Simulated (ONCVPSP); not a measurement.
# Cutoff test, N (Z = 7), ONCV

ONCVPSP 4.0.1 input, shortened (lines: element, Z, core and valence counts, functional; n l f; lmax; l rc ep ncon nbas qcut; lloc lpopt rc5 dvloc0; l nproj debl; icmod fcfact rcfact), PBEsol, scalar-relativistic:

```
  N 7.00    1    2  -116133      upf
    1    0    2.00
    2    0    1.75
    2    1    3.25
    2
    0    0.70    0.00    4    8   10.90
    1    1.20    0.00    4    8    6.60
    2    1.25    0.07    5    8    8.00
    4    3    0.55    6.00
    0    2    1.40
    1    2    4.00
    2    1    3.40
    0    0.00    0.00
```

Task: For each optimised wave give the share of its norm inside rc, the residual kinetic energy above qcut (Ha) and the cutoffs (Ha) for errors of 10, 1, 0.1 and 0.01 mHa per electron.

Result:

```csv
wave,norm inside rc,residual KE,10 mHa,1 mHa,0.1 mHa,0.01 mHa
2s,0.113,9.6e-04,18.7,58.4,327.8,395.6
s projector 2,0.040,3.8e-04,18.9,33.5,375.3,494.6
2p,0.447,5.6e-03,19.6,72.3,136.7,174.1
p projector 2,0.100,2.7e-02,25.7,58.9,160.9,185.9
d projector 1,0.000,1.1e-08,0.1,0.4,1.4,5.0
```

The occupied waves need 72 Ha and 328 Ha for 1 and 0.1 mHa. Rows with under 1 % of the norm inside rc give no meaningful cutoff. Note: ghosts flagged at negative energy: s at -297.5 eV; no localised positive-energy state flagged. A true bound ghost makes a file unfit for plane-wave use.
